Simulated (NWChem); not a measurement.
System: As, quartet

NWChem printed, in part:

```
             Northwest Computational Chemistry Package (NWChem) 7.3.0
             --------------------------------------------------------

                             Geometry "geometry" -> ""
                             -------------------------

 Output coordinates in angstroms (scale by  1.889725989 to convert to a.u.)

  No.       Tag          Charge          X              Y              Z
 ---- ---------------- ---------- -------------- -------------- --------------
    1 As                  33.0000     0.00000000     0.00000000     0.00000000

 Effective nuclear repulsion energy (a.u.)       0.0000000000

                                 NWChem DFT Module
                                 -----------------

 Summary of "ao basis" -> "ao basis" (spherical)
 ------------------------------------------------------------------------------
       Tag                 Description            Shells   Functions and Types
 ---------------- ------------------------------  ------  ---------------------
 As                         def2-svp                12       32   5s4p3d

            General Information
            -------------------
          SCF calculation type: DFT
          Wavefunction type:  spin polarized.
          No. of atoms     :     1
          No. of electrons :    33
           Alpha electrons :    18
            Beta electrons :    15
          Charge           :     0
          Spin multiplicity:     4
          Use of symmetry is: off; symmetry adaption is: off
          Maximum number of iterations: 150
          AO basis - number of functions:    32
                     number of shells:    12
          Convergence on energy requested:  1.00D-06
          Convergence on density requested:  1.00D-05
          Convergence on gradient requested:  5.00D-04

              XC Information
              --------------
                         B3LYP Method XC Potential
                     Hartree-Fock (Exact) Exchange  0.200
                        Slater Exchange Functional  0.800 local
                    Becke 1988 Exchange Functional  0.720 non-local
              Lee-Yang-Parr Correlation Functional  0.810
                  VWN I RPA Correlation Functional  0.190 local

             Grid Information
             ----------------
          Grid used for XC integration:  medium
          Radial quadrature: Mura-Knowles
          Angular quadrature: Lebedev.
          Tag              B.-S. Rad. Rad. Pts. Rad. Cut. Ang. Pts.
          ---              ---------- --------- --------- ---------
          As                  1.15      112           5.0       590
          Grid pruning is: on
          Number of quadrature shells:   112
          Spatial weights used:  Erf1

      Superposition of Atomic Density Guess
      -------------------------------------

 Sum of atomic energies:       -2233.85962677

      Non-variational initial energy
      ------------------------------

 Total energy =   -2233.589524
 1-e energy   =   -3114.128724
 2-e energy   =     880.539200
 HOMO         =      -0.153851
 LUMO         =      -0.153851

     ---------------------------------------------
      Total Density - Mulliken Population Analysis
     ---------------------------------------------

    Atom       Charge   Shell Charges
 -----------   ------   -------------------------------------------------------
    1 As  33    33.00   2.00  2.00  2.00  1.42  0.59  6.00  5.98  1.06  1.96  8.18  1.77  0.05

     --------------------------------------------
      Spin Density - Mulliken Population Analysis
     --------------------------------------------

    Atom       Charge   Shell Charges
 -----------   ------   -------------------------------------------------------
    1 As  33     3.00   0.00  0.00  0.00  0.00  0.00  0.00  0.01  1.03  1.96  0.00  0.00  0.00

   convergence    iter        energy       DeltaE   RMS-Dens  Diis-err
 ---------------- ----- ----------------- --------- --------- ---------
 d= 0,ls=0.0,diis     1  -2235.5565170824 -2.24D+03  1.08D-02  4.00D-02
                                                     6.43D-03  1.83D-02
 d= 0,ls=0.0,diis     2  -2235.5717518007 -1.52D-02  1.48D-03  2.97D-03
                                                     2.15D-03  3.98D-03
 d= 0,ls=0.0,diis     3  -2235.5726718498 -9.20D-04  2.99D-04  2.12D-04
                                                     5.14D-04  1.45D-04
 d= 0,ls=0.0,diis     4  -2235.5726967600 -2.49D-05  1.80D-04  3.18D-05
                                                     1.19D-04  3.21D-05
 d= 0,ls=0.0,diis     5  -2235.5727049029 -8.14D-06  2.70D-06  4.04D-08
                                                     2.00D-05  1.58D-08
 d= 0,ls=0.0,diis     6  -2235.5727049193 -1.64D-08  1.46D-07  1.19D-11
                                                     1.01D-07  5.07D-12

         Total DFT energy =    -2235.572704919297
      One electron energy =    -3113.532490748424
           Coulomb energy =      961.042868793054
    Exchange-Corr. energy =      -83.083082963927
 Nuclear repulsion energy =        0.000000000000

 Numeric. integr. density =       32.999999971560

                    DFT Final Alpha Molecular Orbital Analysis
                    ------------------------------------------

[...]

                         DFT ENERGY GRADIENTS

    atom               coordinates                        gradient
                 x          y          z           x          y          z
   1 As      0.000000   0.000000   0.000000   -0.000000   0.000000  -0.000000
```

Level: B3LYP/def2-SVP, spin-unrestricted. No stability test was run on the SCF state.

### Question
Reconstruct the input file.

### Answer
One answer among several that fit: the input that was run:
```
start job
memory heap 200 mb stack 900 mb global 1100 mb
geometry units angstroms noautoz
  As     0.000000     0.000000     0.000000
end
basis spherical
  * library def2-svp
end
dft
  odft
  mult 4
  xc b3lyp
  iterations 150
  mulliken
end
task dft gradient
```
